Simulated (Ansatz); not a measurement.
Calculated with Ansatz (gas phase, PBE0-D4/def2-TZVP geometries, no zero-point term in ΔE). CCSD(T)/CBS adds triple-zeta CCSD(T) − MP2 to the extrapolated MP2 energy (def2 sets, frozen cores). This one scheme is used for every species. Functionals use def2-TZVPP. B3LYP here is the variant with VWN-RPA as its local correlation; programs differ in this. For As, Ge outer-core shells are correlated without core-valence functions, which leaves a few kJ/mol of doubt a bond. Scalar relativity is left out up to krypton. One conformer a species, not always the lowest.

`[GeH3][S]S[AsH2]` + CH₃SH → `CS[AsH2]` + `S[S][GeH3]`  (ligand exchange at the As–S bond)

Problem. Is it downhill or uphill in electronic energy at CCSD(T)/CBS, and by how much? (An estimate is asked.)

Solution. Ansatz gave: Uphill: ΔE = +7.4 kJ/mol.

Problem. What do these levels give: r2SCAN0-D4, B3LYP, CCSD(T)/def2-SVP, MP2/def2-TZVPP, SCS-MP2/def2-QZVPP, CCSD/CBS(def2)? (An estimate is asked.)

Solution. Computed: r2SCAN0-D4 5.5, B3LYP 4.4, CCSD(T)/def2-SVP 8.0, MP2/def2-TZVPP 8.1, SCS-MP2/def2-QZVPP 6.9, CCSD/CBS(def2) 5.8 kJ/mol.

Largest T1 diagnostic among the species: 0.013.

In def2-TZVPP, CCSD(T) changes the Hartree–Fock value by +6.0 kJ/mol (the triples alone add +1.6 kJ/mol) and MP2 by +7.6 kJ/mol. Leaving LDA and LC-ωPBE aside and taking each functional with its dispersion term where it has one, the values, not all of them listed here, spread over 6.4 kJ/mol, from ωB97X-V to BLYP-D4. The D4 term adds +4.7 kJ/mol with B3LYP and +2.6 kJ/mol with PBE0; it sums over pairs of atoms, weighted by their polarisabilities, and B3LYP, whose exchange is more repulsive, gets the larger term.
